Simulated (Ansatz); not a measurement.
```yaml
crystal:
  periodic: [false, false, false]
  atoms:
    - {symbol: C, position_ang: [-2.645371, 1.709506, -1.068993]}
    - {symbol: Al, position_ang: [0.872492, -0.419542, 0.117301]}
    - {symbol: N, position_ang: [0.965809, -2.550978, 3.364985]}
    - {symbol: Se, position_ang: [5.229641, -0.365217, -2.585076]}
    - {symbol: H, position_ang: [-2.342648, 2.895822, -3.136179]}
    - {symbol: H, position_ang: [-3.281071, 3.313118, 0.609970]}
    - {symbol: H, position_ang: [-4.502406, 0.204267, -1.351640]}
    - {symbol: H, position_ang: [-0.742872, -2.787933, 4.755052]}
    - {symbol: H, position_ang: [2.711862, -3.698155, 4.100048]}
    - {symbol: H, position_ang: [3.917601, 1.586471, -4.799310]}
basis:
  gaussian: {orbitals: "6-31G*"}
magnetization: {spin_polarized: true, initial_magnetization: 0}
hamiltonian: {xc: {name: B2GP-PLYP}}
output: {forces: true}
```

```sh
$ ansatz run in.yaml --threads 4 --pin off --events-out ev --progress --plain --max-ram 10444MiB
```

It prints (some lines left out):

```
Functional definition: B2GP-PLYP
977 factors; integrals over basis functions are off by at most 5.1e-4 eV
mean field evaluation 1: about -74465.6583 eV, gradient 5.1e1 eV
mean field evaluation 2: about -74465.6670 eV, gradient 5.1e1 eV
mean field evaluation 4: about -74432.9079 eV, gradient 6.0e1 eV
mean field evaluation 8: about -74491.3402 eV, gradient 7.7e0 eV
mean field evaluation 16: about -74504.8328 eV, gradient 4.5e0 eV
mean field evaluation 32: about -74505.3723 eV, gradient 9.0e-3 eV
mean field evaluation 64: about -74506.6493 eV, gradient 8.8e-2 eV
mean field evaluation 96: about -74506.6508 eV, gradient 2.4e-4 eV
mean field evaluation 128: about -74506.6508 eV, gradient 2.8e-8 eV
mean field -74506.65084342 eV, -2738.0689160738 hartree, gradient 2.8e-8 eV, S^2 6.426865; 10 other end points of the search recorded, 0 dependent functions left out
16 core orbitals not correlated: weight in the atoms' cores, before any rotation towards them, 1.000 or more for the frozen orbitals, at most 0.000 for the correlated occupied ones
reference -74506.65110204 eV, -2738.0689255779 hartree; 17, 17 occupied and 63, 63 virtual orbitals, 977 factors
second order -12.25790908 eV of doubles, -0.00000000 eV of singles
Total energy: -74511.06394931 eV, -2738.2310947239 hartree
Atom 0 at    -2.645371     1.709506    -1.068993 Å, force    -0.216627     0.143751    -0.091678 eV/Å
Atom 1 at     0.872492    -0.419542     0.117301 Å, force    -0.284067     0.127051    -0.026287 eV/Å
Atom 2 at     0.965809    -2.550978     3.364985 Å, force     0.029738    -0.238470     0.352243 eV/Å
Atom 3 at     5.229641    -0.365217    -2.585076 Å, force    -0.087801     0.094686    -0.092945 eV/Å
Atom 4 at    -2.342648     2.895822    -3.136179 Å, force    -0.042076    -0.263239     0.443130 eV/Å
Atom 5 at    -3.281071     3.313118     0.609970 Å, force     0.155988    -0.339865    -0.332421 eV/Å
Atom 6 at    -4.502406     0.204267    -1.351640 Å, force     0.403061     0.289030     0.064536 eV/Å
Atom 7 at    -0.742872    -2.787933     4.755052 Å, force     0.346333     0.042866    -0.273743 eV/Å
Atom 8 at     2.711862    -3.698155     4.100048 Å, force    -0.367256     0.235944    -0.146313 eV/Å
Atom 9 at     3.917601     1.586471    -4.799310 Å, force     0.062708    -0.091754     0.103479 eV/Å
Dipole moment:     0.627028    -0.342308     0.153876 e Å
```

What is wrong with this run?

The geometry is stretched to more than twice its size. The calculation finished and met its thresholds. The result belongs to that input, not to the molecule as meant.
